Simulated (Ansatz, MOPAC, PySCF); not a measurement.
Pair of molecules: H2S (SMILES S) (first 3 atoms) with GeH4 (SMILES [GeH4]); geometry from B3LYP-D3(BJ)/def2-TZVP, rigid monomers moved along the line of their centres of mass till S1···Ge4 is 5.41 Å.
(charge 0, multiplicity 1):
```xyz
8

S      0.26693     1.87327     0.68986
H     -1.06393     1.85931     0.86540
H      0.24615     0.72600    -0.00716
Ge    -0.33209    -1.74287     4.67139
H     -1.10432    -0.46658     5.03205
H      1.17049    -1.44612     4.59796
H     -0.82372    -2.27418     3.31619
H     -0.59166    -2.81220     5.74735
```

Interaction energies are E(AB) − E(A) − E(B) at the monomers' geometry in the complex; basis-set methods are counterpoise corrected. Rows marked so take none.

Frozen-core correlation. Filled d and f shells under p-block atoms count as core. CBS: X⁻³ extrapolation of the correlation energy, Hartree–Fock from the larger set. Rows in 3-21G, 6-31G*, LANL2DZ carry no dispersion term and start afresh at each structure (6-31G* with six Cartesian d functions); the Pople sets are all-electron and without relativity. MP2/6-31G* freezes PySCF's default core, which leaves 3d correlated. LANL2DZ brings its own core potentials from Na on. The state reached by PM7 isn't checked; PM7 holds dispersion and hydrogen-bond terms.

Programs: Ansatz (an electronic-structure program) with Gaussian orbitals; MOPAC for PM7 (differences of heats of formation); PySCF for 3-21G rows, 6-31G* rows, LANL2DZ rows, the dispersion terms. 

Other levels give for the interaction energy: PBE/def2-TZVPPD -0.7; B3LYP/def2-TZVPPD 0.1; B3LYP-D3(BJ)/def2-TZVPPD -1.2; wB97M-V/def2-TZVPPD -1.3; CCSD(T)/CBS(def2-SVPD, def2-TZVPPD) -1.2 kJ/mol.

Common cheap choices:

```tsv
level	interaction energy (kJ/mol)	less -1.2 (CCSD(T)/CBS(def2-SVPD, def2-TZVPPD))
PM7	-0.8	0.4
HF/3-21G (no counterpoise)	-1.0	0.2
HF/6-31G*	-0.3	0.9
B3LYP/3-21G (no counterpoise)	-0.9	0.3
B3LYP/6-31G* (no counterpoise)	-0.6	0.6
B3LYP/LANL2DZ (no counterpoise)	-0.5	0.7
M06-2X/6-31G* (no counterpoise)	-1.4	-0.2
MP2/6-31G* (no counterpoise)	-1.2	0.0
```
